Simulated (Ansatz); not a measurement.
Mulliken charges of C2H4N2Si (`N=C[SiH]1C=N1`) from PBE/def2-TZVPP in Ansatz (PBE0-D4/def2-TZVP geometry).

```
atom   x (Å)   y (Å)   z (Å)  charge (e)
  N1  -0.420   0.864   2.018      -0.226
  C2  -0.324   0.847   0.752      -0.124
 Si3   0.091  -0.771  -0.075       0.300
  C4   0.758  -0.811  -1.729      -0.048
  N5  -0.499  -1.003  -1.761      -0.202
  H6  -0.646   1.796   2.371       0.158
  H7  -0.471   1.739   0.124       0.074
  H8   0.125  -1.927   0.837      -0.052
  H9   1.474  -0.780  -2.552       0.120
```

By hand: the dipole of these point charges (1 e Å = 4.8032 D).

Σ q r = (0.260, 0.129, -0.099) e Å, of length 0.307 e Å = 1.47 D.

How does the dipole of the full density compare? (An estimate is asked.)

Computed: (0.248, 0.332, -0.069) e Å, 2.02 D; the point charges give 0.73 times that, at 28° from its direction.

Point charges leave out the atoms' own dipoles, such as those of lone pairs, and Mulliken's split depends on the basis, so the two needn't agree.
